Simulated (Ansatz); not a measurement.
CH₃BOS₂, relaxed with RKS PBE-D4/def2-SVP in the Gaussian-basis code of Ansatz from a rough embedded geometry. The force threshold is 0.03 eV/Å; the program also tests the step.

Charge 0, multiplicity 1. The bonds changed during the relaxation, so this is another structure than the one it started from.

Start:

```xyz
8

O    -0.821    1.547    0.777
C    -0.886    1.000   -0.341
B     0.283    0.064   -0.832
S     1.789   -0.215    0.198
S     0.866   -2.001    1.074
H    -1.742    1.190   -1.006
H     0.243   -0.349   -1.950
H     0.267   -1.236    2.080
```

**Question.** How much energy does the relaxation release, and in how many steps? (Estimate.)

**Answer.** Computed: 1.41 eV, in 24 steps, 3 of them rejected.

**Question.** Which bonds change most? (Best estimate.)

**Answer.** Ansatz gave: O1–H8 from 3.259 to 1.020 Å; B3–S5 from 2.870 to 1.904 Å; B3–S4 from 1.846 to 1.925 Å; O1–C2 from 1.246 to 1.304 Å.

**Question.** Give the relaxed structure. (An estimate is asked.)

**Answer.** Ansatz gave: 
```xyz
8

O    -1.015    0.637    1.147
C    -0.608    0.647   -0.092
B     0.215   -0.523   -0.739
S     1.821    0.307   -0.077
S     0.977   -1.487    0.716
H    -0.909    1.575   -0.621
H     0.116   -0.946   -1.868
H    -0.597   -0.210    1.534
```
